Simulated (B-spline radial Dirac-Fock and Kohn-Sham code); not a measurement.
**Auger parameter of praseodymium: the L3 level and its strongest L3-MM line**

Calculated with a radial B-spline solver, using relaxed Dirac-Fock hole states (ΔSCF) with Breit and QED corrections and a finite nucleus. The modified Auger parameter α′ is the binding energy plus the kinetic energy of the Auger electron; it does not depend on the energy zero. For free ions it tends to fall with charge, since less charge screens the final holes.

| species | configuration | binding 2p3/2 (eV) | Auger line | kinetic (eV) | α′ (eV) |
| --- | --- | --- | --- | --- | --- |
| Pr | [Xe] 4f3 6s2 | 5967.1 | M4M5 J=4 | 4020.4 | 9987.4 |
| Pr⁺ | [Xe] 4f3 6s1 | 5973.5 | M4M5 J=4 | 4012.7 | 9986.2 |
| Pr²⁺ | [Xe] 4f3 | 5981.0 | M4M5 J=4 | 4004.1 | 9985.1 |
| Pr³⁺ | [Xe] 4f2 | 6001.0 | M4M5 J=4 | 3978.7 | 9979.7 |
| Pr³⁺ | [Xe] 6s2 | 6028.7 | M4M5 J=4 | 3942.3 | 9971.0 |
| Pr³⁺ | [Xe] 4f1 5d1 | 6010.5 | M4M5 J=4 | 3965.1 | 9975.7 |
| Pr³⁺ | [Xe] 4f1 6p1 | 6015.2 | M4M5 J=4 | 3960.1 | 9975.4 |
| Pr³⁺ (Watson 2 Å) | [Xe] 4f2 | 5979.5 | M4M5 J=4 | 4000.3 | 9979.7 |
| Pr³⁺ (Watson 2.7 Å) | [Xe] 4f2 | 5985.0 | M4M5 J=4 | 3994.7 | 9979.7 |
| Pr⁴⁺ | [Xe] 4f1 | 6023.8 | M4M5 J=4 | 3950.7 | 9974.5 |
| Pr⁴⁺ (Watson 1.8 Å) | [Xe] 4f1 | 5991.8 | M4M5 J=4 | 3982.7 | 9974.6 |
| Pr⁵⁺ | [Kr] 4d10 5s2 5p6 | 6048.9 | M4M5 J=4 | 3920.6 | 9969.5 |
| Pr⁵⁺ (Watson 2.7 Å) | [Kr] 4d10 5s2 5p6 | 6022.2 | M4M5 J=4 | 3947.2 | 9969.5 |
| Pr⁶⁺ | [Kr] 4d10 4f1 5s2 5p4 | 6058.6 | M4M5 J=4 | 3914.8 | 9973.4 |
| Pr⁷⁺ | [Kr] 4d10 4f1 5s2 5p3 | 6077.3 | M4M5 J=4 | 3895.8 | 9973.1 |
